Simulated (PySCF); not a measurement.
A calculated (PBE0, PySCF 2.14, x2c-TZVPall, scalar relativity by spin-free X2C-1e) atom or ion has these occupied shells.

```tsv
shell	electrons	orbital energy (eV)	rms radius, mean of both spins (bohr)
1s	2	-1279.0	0.151
2s	2	-85.856	0.761
2p	6	-50.721	0.778
3s	2	-5.433	3.42
```

(1) Name the element and its charge.

Answers

(1) Mg (magnesium, neutral), in [Ne] 3s2, closed-shell 1S.
